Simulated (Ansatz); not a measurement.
One change: `N=[C](O)[GeH3]` becomes `N=[C](S)[GeH3]`.

Ansatz, PBE0-D4/def2-TZVP geometries, multiplicity 1. Each molecule was computed in one conformer, which needn't be the lowest.

Scalar relativity is left out up to krypton.

| property | `N=[C](O)[GeH3]` |
| --- | --- |
| LUMO energy (ωB97M-V/def2-TZVPP) / eV | 2.00 |
| HOMO energy (PBE0/def2-TZVPP) / eV | -7.76 |
| LUMO energy (B3LYP/def2-TZVPP) / eV | -0.40 |
| HOMO–LUMO gap (PBE0/def2-TZVPP) / eV | 7.61 |
| HOMO energy (ωB97M-V/def2-TZVPP) / eV | -10.06 |
| HOMO–LUMO gap (ωB97M-V/def2-TZVPP) / eV | 12.06 |

(1) What does the change do to each property? (Estimate.)

Results:

(1) The calculation gave: 
| property | `N=[C](S)[GeH3]` | shift |
| --- | --- | --- |
| LUMO energy (ωB97M-V/def2-TZVPP) / eV | 1.44 | -0.56 |
| HOMO energy (PBE0/def2-TZVPP) / eV | -7.51 | 0.25 |
| LUMO energy (B3LYP/def2-TZVPP) / eV | -0.95 | -0.55 |
| HOMO–LUMO gap (PBE0/def2-TZVPP) / eV | 6.78 | -0.83 |
| HOMO energy (ωB97M-V/def2-TZVPP) / eV | -9.66 | 0.40 |
| HOMO–LUMO gap (ωB97M-V/def2-TZVPP) / eV | 11.11 | -0.95 |

With PBE0 the HOMO rises by 0.25 eV and the LUMO falls by 0.58 eV, so the gap narrows by about 0.83 eV. PBE moves the HOMO by 0.18 eV and ωB97M-V by 0.40 eV.

B3LYP here is the variant with VWN-RPA as its local correlation; programs differ in this.
